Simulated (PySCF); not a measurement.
ClGeH3S3, SMILES [SH][Ge]([SH])([Cl])[SH]. Atoms are numbered in the order given.

```xyz
8

S     -0.7392    -0.4656    -2.0266
Ge    -0.0024     0.0013    -0.0113
S     -0.3062    -1.7986     1.2115
S      2.0786     0.7005     0.1303
Cl    -1.1373     1.6816     0.6798
H     -0.3171    -1.7441    -1.9573
H      0.6199    -1.4338     2.1201
H      2.5788    -0.4331    -0.4017
```

Coordinates come from a ωB97X-D3(BJ)/def2-SVP optimisation. The structure was generated by enumeration, and PubChem lists no compound with its InChIKey, so it may never have been made. Other conformers were not sampled.

Two levels are set side by side: PBE/pcSseg-1 (PySCF) and PBE0/pcSseg-1 (PySCF). GIAO shifts against GeH4 (⁷³Ge), H2S (³³S), HCl (³⁵Cl), TMS (¹H) at the same level; non-relativistic, no solvent, atoms listed together averaged. Without spin–orbit terms, shifts of atoms bonded to Cl or Br come out too high at both levels. Differences are taken from unrounded values.

```csv
quantity,PBE
δ(⁷³Ge) of Ge2 (ppm),547.1
δ(³⁵Cl) of Cl5 (ppm),181.9
```

Task: These are the PBE values. What does PBE0 give? (Estimate from the structure and the level; the computed values follow.)

Result: 
```csv
quantity,PBE0,PBE minus PBE0
δ(⁷³Ge) of Ge2 (ppm),523.1,24.1
δ(³⁵Cl) of Cl5 (ppm),137.7,44.2
```

Rough cost on one machine, each run with all the roots and properties that it gave: PBE0 against PBE within a factor of 2.
